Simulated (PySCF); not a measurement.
A series of related molecules.

All values: CAM-B3LYP/def2-SVPD (PySCF) at PBE0-D3(BJ)/def2-SVP geometries, gas phase, one conformer each. Core orbitals are frozen in the response; Δα² is half the sum of the squared differences of the principal polarisabilities. The calculation is non-relativistic, for germanium too.

Question: Rank by HOMO energy, lowest first.
A. `[H][Si]([H])(CC=C)CC=C` (Si(eta1-allyl)2H2)
B. `[H][Si]([H])([GeH3])[GeH3]` (Si(GeH3)2H2)
C. `[H][Si]([H])(N(C)CC)N(C)CC` (Si(NMeEt)2H2)

Answer: B (-9.14 eV), A (-8.19 eV), C (-7.58 eV).

Question: Rank by HOMO–LUMO gap, highest first.
A. Si(SiH3)2H2, `[SiH3][SiH2][SiH3]`
B. Si(eta1-allyl)2H2, `C=CC[SiH2]CC=C`
C. Si(GeH3)2H2, `[GeH3][SiH2][GeH3]`
D. Si(NMeEt)2H2, `CCN(C)[SiH2]N(C)CC`

Answer: A (10.04 eV), C (9.72 eV), B (9.20 eV), D (8.84 eV).

Question: Rank by mean static polarisability, highest first.
A. Si(NMeEt)2H2 (`[H][Si]([H])(N(C)CC)N(C)CC`)
B. Si(eta1-allyl)2H2 (`[H][Si]([H])(CC=C)CC=C`)
C. Si(GeH3)2H2 (`[H][Si]([H])([GeH3])[GeH3]`)
D. Si(SiH3)2H2 (`[H][Si]([H])([SiH3])[SiH3]`)

Answer: A (17.48 Å³), B (15.52 Å³), C (14.82 Å³), D (13.72 Å³).

All values together:

```json
{"SMILES": "[H][Si]([H])([SiH3])[SiH3]", "formula": "Si3H8", "μ (D)": "0.11", "HOMO (eV)": "-9.25", "LUMO (eV)": "0.78", "α (Å³)": "13.72", "Δα (Å³)": "4.41", "electrons": "50", "α per electron (Å³)": "0.274", "ΔSCF removal energy (eV)": "–"}
{"SMILES": "[H][Si]([H])(N(C)CC)N(C)CC", "formula": "C6H18N2Si", "μ (D)": "0.75", "HOMO (eV)": "-7.58", "LUMO (eV)": "1.26", "α (Å³)": "17.48", "Δα (Å³)": "4.64", "electrons": "82", "α per electron (Å³)": "0.213", "ΔSCF removal energy (eV)": "–"}
{"SMILES": "[H][Si]([H])([GeH3])[GeH3]", "formula": "Ge2H8Si", "μ (D)": "0.16", "HOMO (eV)": "-9.14", "LUMO (eV)": "0.57", "α (Å³)": "14.82", "Δα (Å³)": "5.13", "electrons": "86", "α per electron (Å³)": "0.172", "ΔSCF removal energy (eV)": "–"}
{"SMILES": "[H][Si]([H])(CC=C)CC=C", "formula": "C6H12Si", "μ (D)": "0.89", "HOMO (eV)": "-8.19", "LUMO (eV)": "1.01", "α (Å³)": "15.52", "Δα (Å³)": "8.46", "electrons": "62", "α per electron (Å³)": "0.250", "ΔSCF removal energy (eV)": "8.85"}
```

Conformers: `[H][Si]([H])(N(C)CC)N(C)CC`; `[H][Si]([H])(CC=C)CC=C`.

A dash marks a removal energy that wasn't run or isn't settled.
